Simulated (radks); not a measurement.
Problem. N, 7 electrons, occupied as [He] 2s2 2p3. Calculated with a radial shooting solver on a logarithmic mesh with Libxc functionals: non-relativistic Kohn-Sham, r2SCAN, spin-polarised, spherical densities, point nucleus; open shells are filled with parallel spins first; meta-GGA in the generalised Kohn-Sham scheme. Some entries of the table are withheld. Estimate them.

orbital,occ.,eigenvalue (eV),r(max) (bohr),<1/r> (bohr^-1)
1s up,1,-388.6247,0.1486,6.628
1s down,1,-386.6919,0.1483,6.654
2s up,1,-21.3551,1.005,1.119
2s down,1,-15.1951,1.042,1.046
2p up,3,-8.8961,0.9643,(1)
2p down,0,-3.1505,1.063,(2)

Solution. 
(1) 2p up <1/r> (bohr^-1): 0.9642
(2) 2p down <1/r> (bohr^-1): 0.8591
